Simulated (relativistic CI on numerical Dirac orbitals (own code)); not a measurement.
Line list: Electric-dipole lines, Se23+

Computed by Dirac-Coulomb-Breit CI, separate exchange-only KLI orbitals for each configuration, a model potential for QED, unscaled Slater integrals (own radial code, finite nucleus).

Configurations in the expansion (outside the closed core [Ne]): 3s, 3p, 3d, 4s, 4p, 4d, 4f, 5s, 5p, 5d, 5f, 5g, 6s, 6p, 6d, 7s, 7p. Levels of other configurations are missing.

```tsv
λ vac (Å)	Lower	Upper	A (s⁻¹)	log gf	S velocity/length
21.022	3d ²D3/2 [4]	5f ²F°5/2 [18]	1.73e+12	-0.16	0.99
21.079	3d ²D5/2 [5]	5f ²F°7/2 [19]	1.84e+12	-0.01	0.99
25.879	3p ²P°1/2 [2]	4d ²D3/2 [9]	1.85e+12	-0.13	1.00
26.376	3p ²P°3/2 [3]	4d ²D5/2 [10]	2.26e+12	0.15	1.00
30.021	3d ²D3/2 [4]	4f ²F°5/2 [11]	4.66e+12	0.58	1.00
30.127	3d ²D5/2 [5]	4f ²F°7/2 [12]	4.97e+12	0.73	1.00
58.157	4p ²P°1/2 [7]	5d ²D3/2 [16]	3.30e+11	-0.17	1.00
59.126	4p ²P°3/2 [8]	5d ²D5/2 [17]	4.11e+11	0.11	1.00
65.250	4d ²D3/2 [9]	5f ²F°5/2 [18]	7.90e+11	0.48	1.01
65.466	4d ²D5/2 [10]	5f ²F°7/2 [19]	8.46e+11	0.64	1.01
69.801	4f ²F°5/2 [11]	5g ²G7/2 [20]	1.37e+12	0.90	1.00
69.885	4f ²F°7/2 [12]	5g ²G9/2 [21]	1.42e+12	1.02	1.00
110.92	5p ²P°3/2 [15]	6d ²D5/2 [26]	1.13e+11	0.10	1.00
173.96	3p ²P°3/2 [3]	3d ²D5/2 [5]	2.55e+10	-0.16	1.04
200.70	3s ²S1/2 [1]	3p ²P°3/2 [3]	1.83e+10	-0.36	0.99
416.30	4p ²P°1/2 [7]	4d ²D3/2 [9]	6.64e+09	-0.16	0.99
464.95	4p ²P°3/2 [8]	4d ²D5/2 [10]	5.74e+09	0.05	0.99
496.06	4s ²S1/2 [6]	4p ²P°3/2 [8]	4.30e+09	-0.20	0.99
955.33	5p ²P°3/2 [15]	5d ²D5/2 [17]	1.83e+09	0.18	1.00
1697.8	6p ²P°3/2 [24]	6d ²D5/2 [26]	7.17e+08	0.27	1.00
```

Terms are leading LS components. Brackets give the number of a level in order of energy, since labels repeat. The list gives strong lines, with weight on those to low levels. Levels whose partners in the same complex of configurations lie outside the list can be far off, and so can their lines. Rates are taken at the computed energies, electric ones in the length gauge. A velocity-to-length ratio far from 1 marks an uncertain rate.

At this charge energies of transitions that change n are usually good to better than 1 %, and those within a shell (Δn = 0) to a few per cent.
